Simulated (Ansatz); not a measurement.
Start from `[SiH3][Se][GaH][Cl]` and change one element to get `[SiH3][Se]BCl`.

Ansatz, PBE0-D4/def2-TZVP geometries, multiplicity 1. Each molecule was computed in one conformer, which needn't be the lowest.

Scalar relativity is left out up to krypton.

```tsv
property	`[SiH3][Se][GaH][Cl]`
HOMO energy (PBE0/def2-TZVPP) / eV	-7.57
LUMO energy (PBE0/def2-TZVPP) / eV	-1.57
size of the dipole moment (ωB97M-V/def2-TZVPP) / D	2.37
size of the dipole moment (PBE/def2-TZVPP) / D	2.21
HOMO–LUMO gap (PBE0/def2-TZVPP) / eV	6.00
HOMO energy (PBE/def2-TZVPP) / eV	-6.48
```

**Question.** Give the same properties after the change, and the shifts. (Best estimate.)

**Answer.** Ansatz gave: 
| property | `[SiH3][Se]BCl` | shift |
| --- | --- | --- |
| HOMO energy (PBE0/def2-TZVPP) / eV | -7.68 | -0.11 |
| LUMO energy (PBE0/def2-TZVPP) / eV | -1.60 | -0.03 |
| size of the dipole moment (ωB97M-V/def2-TZVPP) / D | 1.53 | -0.84 |
| size of the dipole moment (PBE/def2-TZVPP) / D | 1.41 | -0.80 |
| HOMO–LUMO gap (PBE0/def2-TZVPP) / eV | 6.08 | 0.08 |
| HOMO energy (PBE/def2-TZVPP) / eV | -6.61 | -0.13 |

Dipoles are sizes alone; their direction can turn.

Spin–orbit coupling is left out; it splits and shifts lone-pair levels of the heavy atoms by tenths of an eV.
